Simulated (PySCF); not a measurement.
**Electronic structure of Ti⁺ (titanium, charge +1) at the LDA level**

Configuration: [Ar] 3d2 4s1, high-spin 4F determinant. Calculation: PySCF 2.14, in aug-cc-pVDZ (7s6p4d2f, 59 functions); the non-relativistic Hamiltonian (point nucleus).

```json
{
  "Total energy": "-847.038 hartree",
  "One-electron energy": "-1156.738 hartree",
  "Hartree (Coulomb) energy": "349.454 hartree",
  "Exchange-correlation energy": "-39.754 hartree",
  "Kinetic energy": "847.60789 hartree",
  "⟨S²⟩": "3.7501",
  "⟨L²⟩": "12.001",
  "Sum of ⟨r⟩": "17.25 bohr",
  "Sum of ⟨r²⟩": "28.67 bohr²",
  "Density at the nucleus (Gaussians lack the cusp)": "7080 bohr⁻³",
  "Spin density at the nucleus": "3.80 bohr⁻³",
  "Langevin diamagnetic susceptibility": "-22.7 ×10⁻⁶ cm³/mol",
  "Time after the integrals": "0.82 s of wall time on 1 thread of Neoverse-N1 (shared host)"
}
```

```csv
shell,electrons,mean orbital energy (hartree),"rms radius, mean of both spins (bohr)"
1s α,1,-177.53897,0.0813
1s β,1,-177.53692,0.0813
2s α,1,-19.74633,0.357
2s β,1,-19.72303,0.357
2p α,3,-16.57303,0.323
2p β,3,-16.55443,0.323
3s α,1,-2.55698,1.09
3s β,1,-2.49105,1.09
3p α,3,-1.72019,1.19
3p β,3,-1.65428,1.19
3d α,2,-0.46603,1.69
4s α,1,-0.40384,3.35
```
